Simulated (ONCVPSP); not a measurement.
**What the settings do to the ONCV potential of Cu**

Base potential:

copper (Cu), optimised norm-conserving Vanderbilt (ONCV), made with ONCVPSP 4.0.1 (LDA (Perdew-Wang 92), scalar-relativistic). Core [Ar], reference 3d10 4s1. Waves: 4s: rc 1.85 bohr, ncon 4, nbas 8, qcut 3.7 1/bohr, 3 projectors, debl 3.2 Ha; p scattering state at 0.03 Ha: rc 1.70 bohr, ncon 3, nbas 7, qcut 5.6 1/bohr, 1 projector; 3d: rc 1.55 bohr, ncon 4, nbas 8, qcut 8.5 1/bohr, 1 projector. Local part: polynomial inside 1.20 bohr (lpopt 4, dvloc0 2 Ha). Core correction: none.

Cutoffs, loose and tight: the cutoffs (Ha) at which the residual kinetic energy of the hardest occupied pseudo-wave falls to 1 and 0.1 mHa per electron. They do not see the model core or the augmentation charge, which bear on the density cutoff. Test errors are all-electron minus pseudo excitation energies from the reference, over the configurations 3d10 4s0; 3d9 4s0; 3d8 4s0; 3d9 4s1. A dash means not determined; rows that change the core or the reference have their own tests. The largest error is taken over the tests solved by every variant that gives reliable tests at all: 3d10 4s0; 3d9 4s0; 3d9 4s1.

```tsv
change	outcome	cutoff, loose	cutoff, tight	bound ghosts	GHOST(+) flags above zero	largest test error (meV)
base	generated	35 Ha	91 Ha	none	s	-41
s: rc 1.24	failed: optimize: ERROR ps0norm > uunorm, code will stop	–	–	–	–	–
s: rc 1.46	failed: optimize: ERROR ps0norm > uunorm, code will stop	–	–	–	–	–
s: rc 1.6	failed: optimize: ERROR ps0norm > uunorm, code will stop	–	–	–	–	–
s: rc 1.82	generated	35 Ha	91 Ha	none	s	-41
s: rc 2	generated	35 Ha	91 Ha	none	s	-41
s: rc 2.16	generated	35 Ha	91 Ha	none	s	-39
s: rc 2.3	generated	35 Ha	91 Ha	none	s	-37
s: rc 2.66	generated	35 Ha	91 Ha	none	s	-43
```

Task: What comes out with this change to the base: s: rc 2.52?

Result: outcome: generated; cutoff, loose: 35 Ha; cutoff, tight: 91 Ha; bound ghosts: none; GHOST(+) flags above zero: s; largest test error (meV): -31.

Reading the sweep of the s radius (base included, trends over the rows without a ghost): The loose cutoff stays near 35 Ha. The generation fails at 1.24, 1.46, 1.6 bohr.
